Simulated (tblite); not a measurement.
Run record: tight-binding relaxation, `C/C=C\P=C(\F)C(C)C`.

Computed with GFN2-xTB geometry optimisation, gas phase (tblite 0.8.0). Start geometry: from a force field or distance geometry. The command runs a driver script over a list of jobs; the input below is this job's line of settings and its coordinates in Å.

Command:
```bash
OMP_NUM_THREADS=1 python probes_run.py task.json out
```

Input:
```
{"job": {"kind": "relax", "xc": "GFN2-xTB", "basis": "xTB"}, "charge": 0, "multiplicity": 1}
C      3.766300    -0.302300    -0.101600
C      2.911900     0.534400     0.768000
C      1.693300     0.918700     0.508300
P      0.813400     0.495300    -1.044600
C     -0.792000     0.068200    -1.006400
F     -1.358000    -0.241200    -2.234100
C     -1.606000     0.027200     0.236700
C     -2.070700    -1.429800     0.321100
C     -2.855600     0.877000     0.097600
H      4.597100     0.334300    -0.485900
H      4.207900    -1.083400     0.536600
H      3.245500    -0.812700    -0.914500
H      3.342700     0.851800     1.750700
H      1.177500     1.532600     1.239300
H     -1.063300     0.351500     1.137200
H     -3.079400    -1.394200     0.765100
H     -1.346800    -1.945300     0.994100
H     -1.995800    -1.939600    -0.654600
H     -3.702000     0.220900     0.452000
H     -3.056300     1.153600    -0.937700
H     -2.838400     1.800000     0.726800
```

Output:
```
step      E/eV     max force
  0    -768.95015    2.892
  1    -769.26895    1.887
  2    -769.50438    1.217
  3    -769.64144    0.796
  4    -769.71032    0.588
  5    -769.73807    0.534
  6    -769.76409    0.383
  7    -769.78400    0.413
  8    -769.80252    0.361
  9    -769.81584    0.309
... (79 lines left out)
 89    -770.07035    0.017
 90    -770.07041    0.018
 91    -770.07045    0.015
 92    -770.07048    0.013
 93    -770.07052    0.010
 94    -770.07056    0.012
 95    -770.07060    0.014
 96    -770.07063    0.013
 97    -770.07066    0.012
 98    -770.07069    0.009
```

«max force» is the largest atomic force in eV/Å.

Task: From which step on does the largest force stay under 0.1 eV/Å, and how much energy is left to gain from there?

Result: From step 47 (0.090 eV/Å), 13.6 meV above the end.

Main results: energy lowered by 25.8 kcal/mol over 98 steps; largest atomic force 0.009 eV/Å at the end.

Task: Where do the atoms end?

Result: 0.436 Å rms from the input after alignment:
```
atom  x, y, z in Å
C1     3.7816   -0.2171    0.0208
C2     2.7411    0.4893    0.8150
C3     1.5082    0.7661    0.3997
P4     0.9255    0.4344   -1.2858
C5    -0.7092    0.1280   -1.0268
F6    -1.4121   -0.1117   -2.1681
C7    -1.5606   -0.0169    0.1969
C8    -2.0157   -1.4745    0.3232
C9    -2.7647    0.9250    0.1120
H10    4.6792    0.3965   -0.0496
H11    4.0589   -1.1505    0.5105
H12    3.4187   -0.4373   -0.9811
H13    3.0388    0.7735    1.8180
H14    0.8346    1.3023    1.0557
H15   -0.9638    0.2370    1.0760
H16   -2.6523   -1.5929    1.1967
H17   -1.1547   -2.1321    0.4261
H18   -2.5764   -1.7717   -0.5601
H19   -3.3767    0.8291    1.0058
H20   -3.3746    0.6819   -0.7552
H21   -2.4349    1.9585    0.0243
```

Hardware: Arm Neoverse V2, one thread (shared host). Cost: 0.66 s of wall time.
Labels such as C1 count atoms from 1, the log's own numbers from 0.
